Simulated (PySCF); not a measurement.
Species: Cu(AsH3)(SiH3) (singlet state).
Structure used (PBE0-D3(BJ)/def2-SVP), in Å, numbered top down from 1:
```xyz
9
AsCuH6Si angstrom
Cu     0.021   -0.051   -0.080
As     0.004   -0.050    2.283
H      0.819   -1.049    3.072
H     -1.291   -0.239    3.040
H      0.466    1.183    3.026
Si     0.029    0.016   -2.373
H      1.356    0.388   -2.987
H     -0.937    1.014   -2.961
H     -0.334   -1.283   -3.047
```

Computed with TDDFT B3LYP/def2-SVPD, vertical, gas phase, core orbitals frozen in the response (PySCF). The B3LYP/def2-SVPD calculation is non-relativistic and has no spin–orbit coupling, an omission that weighs most on arsenic.

Transition dipole moments from the ground state, in atomic units and in the frame of the coordinates above (overall signs are arbitrary), for the states with f of 0.002 or more among the lowest 13:

| state | E (hartree) | μx | μy | μz |
| --- | --- | --- | --- | --- |
| S1 | 0.1435 | -0.443 | 0.254 | 0.005 |
| S2 | 0.1438 | -0.254 | -0.443 | -0.018 |
| S3 | 0.1622 | -0.005 | -0.012 | 1.097 |
| S9 | 0.1878 | -0.104 | 0.073 | -0.019 |
| S10 | 0.1880 | -0.028 | 0.000 | 0.007 |
| S11 | 0.1893 | 0.157 | -0.193 | 0.020 |
| S12 | 0.1894 | 0.194 | 0.189 | -0.020 |
| S13 | 0.2040 | -0.009 | 0.044 | 1.292 |

**Question.** Work out the oscillator strengths.

**Answer.** f = (2/3) ΔE |μ|² with ΔE in hartree (27.2114 eV).

```tsv
state	|μ|² (au)	|μ| (D)	f
S1	0.261	1.30	0.025
S2	0.261	1.30	0.025
S3	1.204	2.79	0.130
S9	0.017	0.33	0.002
S10	0.001	0.07	0.000
S11	0.062	0.63	0.008
S12	0.074	0.69	0.009
S13	1.672	3.29	0.227
```

**Question.** What angle do the transition dipoles of S3 and S13 make?

**Answer.** |cos θ| = |μa·μb| / (|μa| |μb|) = 1.00, so θ ≈ 3° (taken between 0 and 90°, since the signs are arbitrary).

**Question.** What peak molar absorption coefficient would the strongest computed level give as a lone Gaussian band 0.3 eV wide at half height?

**Answer.** ε(max) = 2.175×10⁸ f / FWHM, with the width in cm⁻¹. S13: 2.175×10⁸ × 0.2275 / 2420 ≈ 20000 L mol⁻¹ cm⁻¹.

S1/S2, S9/S10 and S11/S12 coincide within about 0.01 eV; within a degenerate level the directions of the single components are arbitrary.
